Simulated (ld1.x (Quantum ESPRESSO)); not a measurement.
**Before and after: PAW potential for phosphorus (P)**

phosphorus, PAW, made with ld1.x (Quantum ESPRESSO) 7.5 (LDA (PZ), scalar-relativistic). Core [Ne], reference 3s2 3p3. Waves: 3s (bound): rcut 1.30, rcutus 1.50 bohr; 3s channel at 1.3 Ry: rcut 1.30, rcutus 1.50 bohr; 3p (bound): rcut 1.40, rcutus 1.75 bohr; 3p channel at 0.35 Ry: rcut 1.40, rcutus 1.75 bohr. Local part: all-electron potential smoothed inside 1.15 bohr (lloc = -1). Core correction: Bessel-smoothed model core, default radius (core density twice the valence density). Augmentation charge: PSQ, inside the norm-conserving radii.

Change: waves 3p (bound): rcut 1.40, rcutus 2.56 bohr; 3p channel at 0.35 Ry: rcut 1.40, rcutus 2.56 bohr.

Cutoffs: the cutoffs (Ry, on a coarse ladder) from which the occupation-weighted sum of valence levels, in a spherical-Bessel basis at the reference potential, stays within 10 and 1 mRy of its value at 400 Ry; they do not see the model core or the augmentation charge, which bear on the density cutoff. Errors are all-electron minus pseudo energies relative to the spin-unpolarised reference configuration.

How do hardness, ghosts and transferability respond?

The potential gets softer (15 Ry and 25 Ry → 15 Ry and 18 Ry); of the 9 tests that both files solve, the error grows in 0 and shrinks in 2 by more than 15 % and 0.3 meV (median size 1.7 → 1.4 meV); neither file shows a bound ghost. A larger radius leaves more room for a smooth pseudo-wave, so fewer plane waves are needed.

```csv
quantity,base,changed
"cutoff, loose",15 Ry,15 Ry
"cutoff, tight",25 Ry,18 Ry
loose cutoff by channel (10 mRy a level),"s 12 Ry, p 10 Ry","s 12 Ry, p 8 Ry"
bound ghosts,none,none
"error for 3s2 3p2, meV [ΔE 9.82 eV]",-1.5,-1.4
"error for 3s2 3p1, meV [ΔE 29.07 eV]",-11,-9.8
"error for 3s2 3p0, meV [ΔE 58.96 eV]",-48,-48
"error for 3s2 3p3.3, meV [ΔE -1.34 eV]",+0.1,+0.1
"error for 3s1 3p4, meV [ΔE 8.50 eV]",-0.6,-0.4
"error for 3s0 3p5, meV [ΔE 17.14 eV]",-1.7,-0.5
"error for 3s1 3p0, meV [ΔE 111.15 eV]",-162,-162
"error for 3s2 3p3 (spin-polarised), meV [ΔE -1.51 eV]",-1.2,-0.7
"error for 3s2 3p2 (spin-polarised), meV [ΔE 8.98 eV]",-2.5,-2.4
lowest overlap eigenvalue by channel,"s 0.43, p 0.74","s 0.43, p 0.68"
```
